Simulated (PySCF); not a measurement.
## From computed data to an observable: oscillator strength and radiative lifetime

SiHBr, SMILES [SiH]Br (connectivity only; charge and spin as stated), neutral, multiplicity 1.

Geometry: B3LYP-D3(BJ)/def2-TZVP.

TDA-B3LYP/def2-TZVPD (PySCF) puts the first singlet state with f over 0.02 at 5.35 eV (vertical), with the transition dipole (-0.170, -1.119, 0.000) in atomic units.

Question: Find the oscillator strength, the wavelength and the radiative lifetime that this transition would have in vacuum if emission retraced absorption.

Answer: 
|μ|² = 1.2811 au, so |μ| = 2.88 D. ΔE = 5.35/27.211 = 0.1966 hartree. f = (2/3) ΔE |μ|² = 0.168 (the program prints 0.168).
λ = 1239.84/5.35 = 232 nm; ν = 43151 cm⁻¹.
Einstein's coefficient A = 0.6670 ν² f s⁻¹ (ν in cm⁻¹) = 2.1e8 s⁻¹, so τ = 1/A = 4.8 ns. This state is S4; the lower singlets have f = 0.016, 0.011, 0.003. The figure is the radiative limit of this one transition; relaxation, internal conversion, crossing to triplets and a medium change what is measured.
